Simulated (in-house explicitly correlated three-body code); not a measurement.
Computed with an exponentially correlated three-body code. Model: two electrons around a point charge, non-relativistic, variational in 260 exponentially correlated functions (energies converged to about 1e-7 hartree, or 1e-8 relative for large Z).

For two electrons in a singlet the Kohn-Sham orbital is the square root of half the density, so the exact Kohn-Sham potential and energy parts follow from the density alone, and exchange is minus half the Hartree energy. The Kohn-Sham level equals minus the binding energy of the second electron.

Command:
```bash
python run_hyl.py task.json out
```
Settings (lengths in bohr, energies in hartree):
```
Z                      9.5
interaction_strength   1
functions              260
states_tried           13
```

Cost of the run: 18 s on 1 thread of AMD EPYC 9R45 96-Core Processor (Zen 5), on a shared host.

**Those bound S and P states to n = 4 that converged, binding against the one-electron ion.**

Given: nuclear charge 9.5.

Computed: one-electron threshold -45.125 hartree.

| term | energy (hartree) | binding (eV) | quantum defect |
| --- | --- | --- | --- |
| 1 1S | -84.4692619 | 1070.6 | 0.041784 |
| 2 3S | -54.6688907 | 259.7 | 0.054455 |
| 2 3P | -54.3367021 | 250.66 | 0.019686 |
| 2 1S | -54.3174531 | 250.14 | 0.017614 |
| 2 1P | -54.0917185 | 244 | -0.0071839 |
| 3 3S | -49.2811141 | 113.09 | 0.051778 |
| 3 3P | ? | ? | ? |
| 3 1S | -49.188218 | 110.57 | 0.018266 |
| 3 1P | -49.1227235 | 108.78 | -0.0060593 |
| 4 3S | -47.4414494 | 63.034 | 0.050951 |
| 4 3P | ? | ? | ? |
| 4 1S | -47.4038227 | 62.01 | 0.018482 |
| 4 1P | -47.3764227 | 61.264 | -0.0056722 |

Q: What belongs in the row 3 3P?

A: energy (hartree): -49.1903387; binding (eV): 110.62; quantum defect: 0.019044.

Q: What belongs in the row 4 3P?

A: energy (hartree): -47.4042236; binding (eV): 62.021; quantum defect: 0.018832.

**Converged states only, values per electron or pair.**

```csv
term,mean r (bohr),mean r squared (bohr²),mean inverse r (1/bohr),mean r12 (bohr),mean inverse r12 (1/bohr),mean cosine,mean p1 dot p2 (bohr⁻²),delta r1 (bohr⁻³),delta r12 (bohr⁻³)
1 1S,0.16441,0.036233,9.1875,0.24219,5.6249,-0.013981,1.1505,254.27,27.671
2 3S,0.41449,0.27896,5.8435,0.69745,1.6888,-0.0047083,0.087625,150.57,-
2 3P,0.36639,0.21514,5.8245,0.61195,1.9927,-0.072478,-5.7108,135.41,-
2 1S,0.42579,0.29729,5.8216,0.71222,1.9762,-0.0072799,0.10106,149.76,4.8308
2 1P,?,?,?,?,?,?,?,?,?
3 3S,0.84684,1.3555,5.2309,1.5469,0.82495,-0.001575,0.025786,140.53,-
3 3P,?,?,?,?,?,?,?,?,-
3 1S,0.86331,1.4145,5.2251,1.578,0.90127,-0.0023314,0.031941,140.36,1.4062
3 1P,0.81711,1.2723,5.2211,1.4846,0.95551,0.012492,1.3722,136.49,0.42287
4 3S,1.4557,4.2805,5.0192,2.7596,0.4823,-0.00068525,0.010812,138.15,-
4 3P,1.4188,4.0892,5.017,2.6867,0.51513,-0.0068768,-0.51769,136.35,-
4 1S,1.4776,4.4187,5.0169,2.8026,0.51314,-0.0010057,0.013759,138.09,0.58799
4 1P,1.4356,4.1922,5.0152,2.7184,0.53582,0.0049035,0.54619,136.46,0.18287
```

Q: What belongs in the row 2 1P?

A: mean r (bohr): 0.37535; mean r squared (bohr²): 0.22742; mean inverse r (1/bohr): 5.8077; mean r12 (bohr): 0.60622; mean inverse r12 (1/bohr): 2.1632; mean cosine: 0.051891; mean p1 dot p2 (bohr⁻²): 5.4968; delta r1 (bohr⁻³): 136.69; delta r12 (bohr⁻³): 1.3068.

Q: What belongs in the row 3 3P?

A: mean r (bohr): 0.80441; mean r squared (bohr²): 1.2294; mean inverse r (1/bohr): 5.2256; mean r12 (bohr): 1.4644; mean inverse r12 (1/bohr): 0.90589; mean cosine: -0.017448; mean p1 dot p2 (bohr⁻²): -1.3296; delta r1 (bohr⁻³): 136.19.

**Electric-dipole lines between converged S and P states, rate of the upper state's decay.**

| s state | p state | p minus s (eV) | oscillator strength from s | rate (1/s) |
| --- | --- | --- | --- | --- |
| 1 1S | 2 1P | 826.62 | 0.71671 | 7.0834e+12 |
| 1 1S | 3 1P | 961.83 | 0.14855 | 1.9877e+12 |
| 1 1S | 4 1P | 1009.3 | 0.055809 | 8.2239e+11 |
| 2 1S | 2 1P | 6.1426 | 0.056428 | 3.0795e+07 |
| 2 1S | 3 1P | 141.36 | 0.38358 | 1.1086e+11 |
| 2 1S | 4 1P | ? | ? | ? |
| 3 1S | 2 1P | -133.43 | -0.054119 | 4.1809e+10 |
| 3 1S | 3 1P | 1.7822 | 0.098195 | 4.5112e+06 |
| 3 1S | 4 1P | 49.301 | 0.41918 | 1.4737e+10 |
| 4 1S | 2 1P | -181.99 | -0.011784 | 1.6935e+10 |
| 4 1S | 3 1P | -46.774 | -0.12293 | 1.167e+10 |
| 4 1S | 4 1P | ? | ? | ? |
| 2 3S | 2 3P | 9.0393 | 0.078472 | 9.2741e+07 |
| 2 3S | 3 3P | 149.08 | 0.36171 | 1.1627e+11 |
| 2 3S | 4 3P | 197.68 | 0.091467 | 5.1699e+10 |
| 3 3S | 2 3P | -137.57 | -0.056016 | 4.6001e+10 |
| 3 3S | 3 3P | 2.4701 | 0.13139 | 1.1595e+07 |
| 3 3S | 4 3P | 51.073 | 0.39544 | 1.4919e+10 |
| 4 3S | 2 3P | -187.63 | -0.011924 | 1.8215e+10 |
| 4 3S | 3 3P | -47.59 | -0.1295 | 1.2727e+10 |
| 4 3S | 4 3P | 1.013 | 0.18107 | 2.6873e+06 |

Q: What belongs in the row 2 1S 4 1P?

A: p minus s (eV): 188.88; oscillator strength from s: 0.095189; rate (1/s): 4.9116e+10.

Q: What belongs in the row 4 1S 4 1P?

A: p minus s (eV): 0.74559; oscillator strength from s: 0.13679; rate (1/s): 1.0999e+06.

**Density and exact potentials over r, pair density (one pair, times 4 pi r12^2) and exact minus Kohn-Sham pair density over r12.**

```
radius (bohr)  radial density (electrons/bohr)  exchange potential (hartree)  intracule density (1/bohr)  Coulomb hole against Kohn-Sham (1/bohr)  correlation potential (hartree)
       0.0445                           5.4594                       -8.4833                     0.64287                                 -0.04641                           -0.013
       0.0516                           6.4249                       -8.2966                     0.83945                                 -0.05601                           -0.007
       0.0598                            7.401                       -8.0709                      1.0843                                 -0.06586                                0
       0.0693                           8.3229                       -7.8014                       1.383                                 -0.07499                            0.006
       0.0803                           9.1038                        -7.485                      1.7357                                 -0.08193                            0.012
        0.093                           9.6443                       -7.1215                      2.1335                                 -0.08479                            0.017
        0.108                           9.8512                       -6.7032                      2.5657                                 -0.08141                             0.02
        0.125                                ?                             ?                           ?                                        ?                                ?
        0.145                           8.9804                       -5.7588                      3.3363                                 -0.05073                             0.02
        0.168                                ?                             ?                           ?                                        ?                                ?
        0.194                           6.5589                       -4.7369                      3.6001                                 0.003131                            0.013
        0.225                           5.0181                       -4.2176                      3.4033                                   0.0282                            0.009
        0.261                           3.5143                       -3.7182                      2.9668                                  0.04364                            0.006
        0.303                            2.216                       -3.2494                      2.3456                                   0.0462                            0.003
        0.351                           1.2512                       -2.8283                       1.663                                  0.03768                            0.002
        0.406                          0.62229                       -2.4556                      1.0397                                  0.02403                            0.001
        0.471                          0.26069                       -2.1209                     0.55129                                  0.01123                            0.001
```

Q: What belongs in the row 0.125?

A: radial density (electrons/bohr): 9.642; exchange potential (hartree): -6.2519; intracule density (1/bohr): 2.9791; Coulomb hole against Kohn-Sham (1/bohr): -0.07032; correlation potential (hartree): 0.021.

Q: What belongs in the row 0.168?

A: radial density (electrons/bohr): 7.9083; exchange potential (hartree): -5.2466; intracule density (1/bohr): 3.5632; Coulomb hole against Kohn-Sham (1/bohr): -0.02468; correlation potential (hartree): 0.017.
